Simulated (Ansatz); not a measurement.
A search over several starts for the lowest SCF solution of Si₂O₂ at the given spin, in a small basis.

```yaml
crystal:
  periodic: [false, false, false]
  atoms:
    - {symbol: Si, position_ang: [0.878782, -0.796898, 0.132739]}
    - {symbol: Si, position_ang: [-0.878718, 0.796851, -0.132738]}
    - {symbol: O, position_ang: [-0.310190, -0.510710, -1.013595]}
    - {symbol: O, position_ang: [0.310126, 0.510757, 1.013594]}
basis:
  gaussian: {orbitals: def2-SVP}
hamiltonian: {xc: pbe0, dispersion: d4}
output: {orbitals: {seedname: orbitals}}
```

```sh
$ ansatz run in.yaml --threads 4 --pin off --events-out ev --progress --plain --max-ram 3916MiB
```

Output, abridged:

```
Functional definition: PBE0
584 factors; integrals over basis functions are off by at most 6.1e-4 eV
mean field evaluation 1: about -19823.8272 eV, gradient 6.6e1 eV
mean field evaluation 2: about -19809.0676 eV, gradient 1.1e2 eV
mean field evaluation 4: about -19831.7059 eV, gradient 4.3e-1 eV
mean field evaluation 8: about -19831.7267 eV, gradient 2.3e-2 eV
mean field -19831.72669145 eV, -728.8025134838 hartree, gradient 1.8e-5 eV, S^2 0.000000; 0 other end points of the search recorded, 0 dependent functions left out
reference -19831.72671351 eV, -728.8025142942 hartree; 22, 22 occupied and 42, 42 virtual orbitals, 584 factors
Total energy: -19831.83410731 eV, -728.8064609435 hartree
```

Hardware: 4 threads of Arm Neoverse V1 on a shared host. Wall time 0.5 s.

The structure comes from a short search, and lower isomers may exist.
